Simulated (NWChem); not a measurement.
aminoborane (BNH₄); SMILES NB

```xyz
6

B      0.0000     0.0000     0.7760
N      0.0000     0.0000    -0.6168
H      0.0000    -1.0474     1.3557
H      0.0000     1.0474     1.3557
H      0.0000     0.8447    -1.1728
H      0.0000    -0.8447    -1.1728
```
Atoms are numbered in this order, from 1.

Computed with NWChem. Pople sets run with spherical d functions. The geometry was optimised at B3LYP/6-31G* (spherical d). B3LYP is NWChem's, with the RPA form of VWN correlation. GIAO values for the isolated, static molecule; σ is the absolute isotropic shielding, δ = σ(reference) − σ with the isolated reference molecule computed at the same levels (11B: boron trifluoride, 1H: tetramethylsilane, 15N: ammonia).

For level B3LYP/6-31G*:

```
Property    Value
----------  -----
δ N2 (ppm)   98.6
δ H3 (ppm)   4.97
δ H5 (ppm)   3.95
```

Estimate the same quantities for level KT2/pcSseg-1.


| Quantity | Result |
|---|---|
| δ N2 (ppm) | 123.8 |
| δ H3 (ppm) | 4.62 |
| δ H5 (ppm) | 4.61 |
